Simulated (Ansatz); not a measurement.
Molecule: sum formula SiHBr3 (charge 0, singlet). 
Coordinates optimised at B3LYP-D3(BJ)/def2-TZVP (Ansatz, a first-principles code):
```xyz
5

Si     0.0125    -0.0212     0.6158
Br     2.0707    -0.2841    -0.1537
Br    -0.7881     1.9418    -0.0193
Br    -1.2888    -1.6473    -0.1327
H      0.0421    -0.0716     2.0806
```
Charge 0, spin multiplicity 1.

Quantity: vertical ionisation energy (to the doublet state of charge +1; each state is the SCF solution reached for its spin; the molecule has degenerate orbitals, so one determinant may break the symmetry; for the doublet the Hartree-Fock reference is unstable and T1 is 0.014), in eV. Valence correlation only, unless marked. Open shells are spin-unrestricted. No spin-orbit coupling. Frozen are the shells of the preceding noble gas and the d and f shells that filled before the atom's block. No relativistic terms.  The program attaches cautions to a run behind CCSD/def2-TZVPPD: other roots. The program attaches cautions to a run behind CCSD/def2-QZVPPD: other roots. The program attaches cautions to a run behind CCSD(T)/def2-SVPD: other roots. The program attaches cautions to a run behind CCSD(T)/def2-TZVPPD: other roots.

```json
[
 {"level": "RI-HF/def2-TZVPPD", "program": "Ansatz", "vertical ionisation energy (eV)": "10.39"},
 {"level": "SVWN5/def2-TZVPD", "program": "Ansatz", "vertical ionisation energy (eV)": "10.19"},
 {"level": "PBE/def2-TZVPD", "program": "Ansatz", "vertical ionisation energy (eV)": "10.00"},
 {"level": "r2SCAN/def2-TZVPD", "program": "Ansatz", "vertical ionisation energy (eV)": "10.29"},
 {"level": "PBE0/def2-TZVPD", "program": "Ansatz", "vertical ionisation energy (eV)": "10.49"},
 {"level": "CAM-B3LYP/def2-TZVPD", "program": "Ansatz", "vertical ionisation energy (eV)": "10.80"},
 {"level": "wB97X-V/def2-TZVPD", "program": "Ansatz", "vertical ionisation energy (eV)": "11.01"},
 {"level": "B2PLYP/def2-TZVPD", "program": "Ansatz", "vertical ionisation energy (eV)": "10.57"},
 {"level": "RI-MP2/def2-TZVPPD", "program": "Ansatz", "vertical ionisation energy (eV)": "11.26"},
 {"level": "RI-MP2/def2-QZVPPD", "program": "Ansatz", "vertical ionisation energy (eV)": "11.36"},
 {"level": "CCSD/def2-TZVPPD", "program": "Ansatz", "vertical ionisation energy (eV)": "10.95"},
 {"level": "CCSD/def2-QZVPPD", "program": "Ansatz", "vertical ionisation energy (eV)": "11.07"},
 {"level": "CCSD(T)/def2-SVPD", "program": "Ansatz", "vertical ionisation energy (eV)": "10.72"},
 {"level": "CCSD(T)/def2-TZVPPD", "program": "Ansatz", "vertical ionisation energy (eV)": "10.81"}
]
```
